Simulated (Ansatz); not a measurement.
Relaxation of C2H7ClOSi (12 atoms, charge 0, multiplicity 1), to a largest force component of 0.02 eV/Å in at most 40 steps.

The calculation used Ansatz, RKS LDA/STO-3G.

```xyz
12
Properties=species:S:1:pos:R:3
C -1.957 -0.207 0.522
O -0.927 0.482 -0.148
C 0.325 -0.009 0.256
Si 1.831 0.184 -0.975
Cl 0.855 0.862 1.734
H -2.938 0.299 0.152
H -1.990 -1.226 0.270
H -1.909 -0.006 1.587
H 0.286 -1.055 0.575
H 2.008 1.593 -1.330
H 1.446 -0.589 -2.194
H 3.046 -0.384 -0.416
```

Problem. Where does it end, and by what steps?

Solution. The forces met the threshold. Limits of this set-up: minimal basis. After 7 steps the energy has fallen by 0.651 eV; H8 moved furthest, 0.32 Å.

| step | energy less start (eV) | largest force component (eV/Å) | accepted |
| --- | --- | --- | --- |
| 0 | 0.0000 | 3.158 | yes |
| 1 | -0.5532 | 1.495 | yes |
| 2 | -0.6242 | 0.581 | yes |
| 3 | -0.6400 | 0.386 | yes |
| 4 | -0.6445 | 0.298 | yes |
| 5 | -0.6503 | 0.107 | yes |
| 6 | -0.6512 | 0.031 | yes |
| 7 | -0.6513 | 0.012 | yes |

```xyz
12
Properties=species:S:1:pos:R:3
C -1.959 -0.119 0.518
O -0.867 0.307 -0.367
C 0.351 -0.152 0.178
Si 1.788 0.205 -1.001
Cl 0.761 0.728 1.838
H -2.896 0.291 0.097
H -2.024 -1.229 0.575
H -1.787 0.285 1.540
H 0.300 -1.215 0.518
H 1.876 1.633 -1.220
H 1.536 -0.484 -2.252
H 2.997 -0.306 -0.389
```

Whether the end is a true minimum wasn't checked by a vibrational analysis.

Time of the run: 9.5 s on 1 thread of Intel(R) Xeon(R) 6975P-C (Granite Rapids) (shared host), peak memory 0.17 GiB.
